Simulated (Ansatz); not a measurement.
Si2Mo2, relaxed as a singlet with RKS PBE0-D4/def2-SVP in Ansatz, starting from the GFN1-xTB geometry. Force threshold 0.02 eV/Å.

In the def2 sets Mo takes a core potential; there is no spin–orbit coupling. The structure comes from a short search, and lower isomers may exist.

Start:

```xyz
4

Mo    0.194   -0.486   -1.379
Mo   -0.556    1.365    0.005
Si    1.492    0.095    0.682
Si   -1.130   -0.973    0.691
```

```tsv
step	energy (eV)	largest force component (eV/Å)	SCF passes
1	-19450.6268	4.745	41
2	-19451.7850	2.345	45
3	-19451.9350	0.542	48
4	-19451.9599	0.211	43
5	-19451.9620	0.031	43
6	-19451.9621	0.004	33
```

Force components are those of the run's own axes.

End:

```xyz
4

Mo    0.132   -0.334   -1.329
Mo   -0.517    1.268   -0.132
Si    1.360    0.008    0.726
Si   -0.975   -0.943    0.734
```

Bonds formed: Si3–Si4 (atoms count from 1).

No frequencies were taken in this run, so the end may be a saddle point.

Hardware: 2 threads of Arm Neoverse V1 on a shared host. Wall time 30 s.
